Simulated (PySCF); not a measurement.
C5H4F2O, SMILES C1(=O)[C@@H](CC(=C1)F)F.

Geometry: ωB97X-D3(BJ)/def2-SVP. The structure was generated by enumeration; whether it is a known compound was not checked. The values are those of a single conformer.

Two levels are set side by side: PBE/def2-TZVP (PySCF) and M06-2X/def2-TZVP (PySCF). Same geometry, gas phase. Differences are taken from unrounded values.

```csv
quantity,M06-2X,PBE,PBE minus M06-2X
orbital gap (eV),8.50,3.33,-5.17
highest occupied level (eV),-9.20,-5.93,3.27
lowest empty level (eV),-0.70,-2.60,-1.90
dipole moment (D),3.57,3.52,-0.04
```

Without exact exchange PBE keeps part of each electron's self-repulsion, which lifts occupied levels and narrows the gap. Differences between two approximate levels are no errors against the true value.

Rough cost on one machine, each run with all the roots and properties that it gave: M06-2X against PBE within a factor of 2.
